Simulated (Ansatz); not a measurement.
Multireference treatment of GeH₂, singlet

Calculated in Ansatz's Gaussian-basis code. Basis cc-pVTZ, nonrelativistic, 9 orbitals frozen in the corrections. State-specific CASSCF; RHF is the lowest restricted (open-shell) Hartree–Fock solution met. Solutions may break the symmetry of the shape. Lower solutions, or ones in other orbitals, may exist.

Geometry. A bond is stretched, to 1.48 times the sum of the covalent radii.

```xyz
3

Ge    0.0000   -0.2121   -0.2077
H     0.0000   -0.2121    2.0197
H     0.0000    2.0153   -0.2539
```

Problem. What do CASSCF and its corrections give against RHF in CAS(4,5), and what are the occupations?

Solution. CASSCF -1.774 eV, SC-NEVPT2 -5.380 eV; occupations 1.89, 1.88, 0.11, 0.11, 0.01.

Problem. Roughly how much CPU time does a whole run from the default start take (median of such runs, summed over threads; nearly all runs on one pinned thread of a shared server, mostly Xeon at 2.3 to 2.6 GHz, by a development driver)?

Solution. CAS(4,5): about 4 s. Other jobs ran beside these, and the count of passes differs.
